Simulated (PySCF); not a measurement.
## Frontier orbitals and the lowest excitations

Compound: SeBr2.
Z-matrix (Å and degrees, PBE0-D3(BJ)/def2-SVP geometry), rows numbered from 1:
```
Se
Br  1  2.3160
Br  1  2.3167  2  101.69
```

The calculation used TDDFT B3LYP/def2-SVPD, vertical, gas phase, core orbitals frozen in the response (PySCF). Relativistic effects, spin–orbit coupling among them, are left out although an element past zinc is present.

Kohn–Sham orbitals with the atoms that hold most of them (Löwdin shares over 4%, at most four atoms; ? is withheld):

| orbital | ε (eV) | atoms |
| --- | --- | --- |
| LUMO+2 | 0.19 | Se1 47%, Br2 26%, Br3 26% |
| LUMO+1 | -3.00 | Se1 54%, Br2 23%, Br3 23% |
| LUMO | ? | ? |
| HOMO | -6.74 | ? |
| HOMO-1 | -8.56 | Br3 49%, Br2 49% |
| HOMO-2 | -8.78 | Br3 47%, Br2 47%, Se1 6% |
| HOMO-3 | -8.94 | Br2 42%, Br3 42%, Se1 16% |

(1) Give the leading atoms of the HOMO.

(2) Give the leading atoms of the LUMO.

(3) What is the LUMO energy, and the HOMO–LUMO gap?

Answers

(1) Se1 (bonded to 2 Br) 57%; Br2 (bonded to Se) 21%; Br3 (bonded to Se) 21%. By element: selenium 57%, bromine 43%.

(2) Se1 (bonded to 2 Br) 46%; Br3 (bonded to Se) 27%; Br2 (bonded to Se) 27%. By element: bromine 54%, selenium 46%.

(3) ε(LUMO) = -3.46 eV; the gap is 3.28 eV (0.1205 hartree).

Problem. The HOMO–LUMO gap is 3.28 eV. Where does the response calculation put the lowest singlet, and from which orbitals?

Solution. S1 is at 2.18 eV (f = 0.0013), 1.10 eV below the gap, made of HOMO→LUMO (100%). 

Problem. Give energy, strength and leading configuration of S1, S2, S3, S4 and S7, and follow the Löwdin shares of the leading atoms from the occupied to the empty orbital.

Solution. 
- S1 (2.18 eV, f 0.0013), HOMO→LUMO (100%): Se1 57% → 46%, Br2 21% → 27%, Br3 21% → 27%
- S2 (2.57 eV, f 0.0000), HOMO→LUMO+1 (100%): Se1 57% → 54%, Br2 21% → 23%
- S3 (4.16 eV, f 0.018), HOMO-1→LUMO (88%): Br3 49% → 27%, Br2 49% → 27%, Se1 at most 3% → 46%
- S4 (4.21 eV, f 0.0000), HOMO-2→LUMO (100%): Br3 47% → 27%, Br2 47% → 27%, Se1 6% → 46%
- S7 (4.70 eV, f 0.0021), HOMO-2→LUMO+1 (98%): Br3 47% → 23%, Br2 47% → 23%, Se1 6% → 54%

On one thread of an Arm Neoverse V2, on a shared host, this took 6.9 s.
